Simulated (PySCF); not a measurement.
Working out the ionisation energy of Br⁺

Br⁺ [Ar] 3d10 4s2 4p4 (3P) → Br²⁺ [Ar] 3d10 4s2 4p3 (4S). Computed with PySCF 2.14 in aug-cc-pVDZ-PP with ECP10MDF, with a scalar-relativistic core potential. Frozen: 3s2 3p6 3d10. Energies in hartree (1 hartree = 27.21139 eV):

```csv
part,Br⁺ (lower),Br²⁺ (upper)
UHF,-415.079751,-414.339013
CCSD correlation,-0.090516,-0.072921
(T),-0.001125,-0.000655
```

Task: What does Hartree-Fock give?

Result: (-414.339013) − (-415.079751) = 0.740738 hartree = 20.157 eV.

Task: What do CCSD and CCSD(T) give?

Result: The CCSD correlation energies differ by 0.017595 hartree = 0.479 eV and the triples by 0.000470 hartree = 0.013 eV, so CCSD gives 20.636 eV and CCSD(T) 20.649 eV.

Measured between the centres of the two terms (NIST): 21.409 eV, so CCSD(T) (valence) is off by -0.760 eV.

A double-zeta basis recovers only part of the correlation energy.

What remains against the reference includes basis incompleteness, the frozen core and higher excitations.
